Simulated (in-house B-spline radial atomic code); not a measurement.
## Ionising Re VII (Re6+) with different functionals

Computed with a B-spline radial code for spherical atoms: scalar-relativistic (spin-free X2C) Hamiltonian, Fermi nucleus of rms radius 5.3698 fm, spin-polarised at highest spin, spherical fractional occupations for the functionals, the average over the highest-spin determinants for Hartree-Fock. The ionisation energy is the difference of two self-consistent energies, [Xe] 4f14 5d1 → [Xe] 4f14, without Breit or QED terms; ε is the level of the shell that loses the electron (its least bound occupied spin orbital). There is no spin-orbit coupling in this Hamiltonian.

Hybrids are left out here: with spherical fractional occupations of an open shell their exact exchange keeps a self-interaction that integer-occupation calculations don't have.

| method | rung | ΔSCF (eV) | -ε(5d) (eV) |
| --- | --- | --- | --- |
| Hartree-Fock | Hartree-Fock | 80.81 | 81.20 |
| LDA VWN5 | LDA | 82.20 | 74.85 |
| LDA PW92 | LDA | 82.19 | 74.84 |
| LDA exchange-only | LDA | 80.59 | 73.31 |
| PBE | GGA | 81.87 | 74.54 |
| PBEsol | GGA | 81.89 | 74.57 |
| BLYP | GGA | 81.84 | 74.47 |
| RPBE | GGA | 81.79 | 74.46 |
| PW91 | GGA | 81.99 | 74.64 |
| BP86 | GGA | 81.90 | 74.60 |
| AM05 | GGA | 81.88 | 74.57 |
| OLYP | GGA | 82.08 | 74.73 |
| TPSS | meta-GGA | 81.72 | 74.41 |
| SCAN | meta-GGA | 81.56 | 74.39 |
| r2SCAN | meta-GGA | 81.45 | 74.34 |
| revTPSS | meta-GGA | 81.70 | 74.40 |

How do they compare with the NIST value?

NIST lists 82.71 eV ± 0.05 (semi-empirical, ground level to ground level). Errors run from -2.12 to -0.51 eV; LDA VWN5 is closest (-0.51 eV), though others lie within the uncertainty of it, and part of that can be cancellation, since the calculations leave out spin-orbit coupling, Breit-QED terms, multiplet and fine-structure energies. Hartree-Fock also lacks correlation.
